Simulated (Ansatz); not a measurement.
Input for Ansatz (a first-principles code): U-r2SCAN/def2-TZVPP on BFHI (SMILES FBI), a point of a bond scan (R = 1.443 Å). Elements past Kr take the def2 small-core potentials; no spin–orbit coupling.

Ansatz 0.2 input:
```yaml
crystal:
  periodic: [false, false, false]
  atoms:
    - {symbol: B, position_ang: [-0.24474767, -1.33345574, 0.80641967]}
    - {symbol: F, position_ang: [0.89600733, -1.78478555, 1.56570286]}
    - {symbol: H, position_ang: [-1.26010087, -1.94582817, 0.81786299]}
    - {symbol: I, position_ang: [-0.08767701, 0.45862089, -0.34566142]}
basis:
  gaussian:
    orbitals: def2-TZVPP
hamiltonian:
  xc: {name: r2SCAN}
magnetization: {spin_polarized: true, initial_magnetization: 0}
```

The log:

```
WARN ansatz: RAYON_NUM_THREADS=1 ignored (pool sized by the plan → 1); use --threads N
Functional definition: r2SCAN
integrals: 0.04 GiB planned
751 factors; their error is unknown
mean field: 0.44 GiB planned
mean field evaluation 1: about -11513.1569 eV, gradient 2.3e1 eV
mean field evaluation 2: about -11507.4077 eV, gradient 4.7e1 eV
mean field evaluation 4: about -11515.1127 eV, gradient 4.1e0 eV
mean field evaluation 8: about -11515.1871 eV, gradient 4.5e-2 eV
mean field evaluation 16: about -11515.1751 eV, gradient 6.4e-5 eV
mean field -11515.17510012 eV, -423.1748796636 hartree, gradient 6.4e-5 eV, S^2 0.000000; 0 other end points of the search recorded, 0 dependent functions left out
reference -11515.17511199 eV, -423.1748800995 hartree; 20, 20 occupied and 106, 106 virtual orbitals, 751 factors
Total energy: -11515.17511199 eV, -423.1748800995 hartree
```

The calculation finished and met its thresholds.

Cost: very roughly 3 core-seconds.
